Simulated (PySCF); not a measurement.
# How methods differ on the excitation energy of Pb

Pb [Xe] 4f14 5d10 6s2 6p2 (3P) → Pb [Xe] 4f14 5d10 6s1 6p2 6d1 (high-spin determinant), as a difference of total energies. All numbers are calculated (PySCF 2.14, a scalar-relativistic core potential, in aug-cc-pwCVDZ-PP with ECP60MDF (6s5p4d1f, 48 functions)). Correlated levels: valence: 5s2 5p6 5d10 frozen. The calculations carry no spin-orbit coupling.

```tsv
method	excitation energy (eV)
UHF	11.814
MP2 (valence)	12.455
SCS-MP2 (valence)	12.655
CCSD (valence)	12.452
CCSD(T) (valence)	12.423
```

Question: How much does correlation contribute at CCSD(T) (valence)?

Answer: 12.423 − (11.814) = 0.609 eV, measured against UHF.

Spin-orbit coupling is strong in these open shells (close to jj coupling). The scalar numbers leave it out and a first-order estimate fails, so it can dominate the gap to the real levels.

The upper state lies above the first ionisation limit.

The promoted electron is Rydberg-like, and one or two diffuse shells describe it only roughly, which tends to raise the upper state.

The coupled-cluster amplitudes are large for the upper state (T1 above 0.03 or a double amplitude above 0.15), so a single reference is strained.

The determinant of the upper state mixes LS terms, which raises its energy above the lowest term, most at the Hartree-Fock and MP2 levels.
